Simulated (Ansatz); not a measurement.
Problem. Name a neutral molecule of C, Ga and H with HOMO–LUMO gap (ωB97M-V/def2-TZVPP) between 9.85 and 10.15 eV and size of the dipole moment (ωB97M-V/def2-TZVPP) between 0.90 and 1.20 D (Ansatz, PBE0-D4/def2-TZVP geometry).

Solution. `C=C[CH2][GaH2]` (9.99 eV, 0.95 D). Other molecules can fit too; these were computed, each in one conformer that needn't be the lowest.
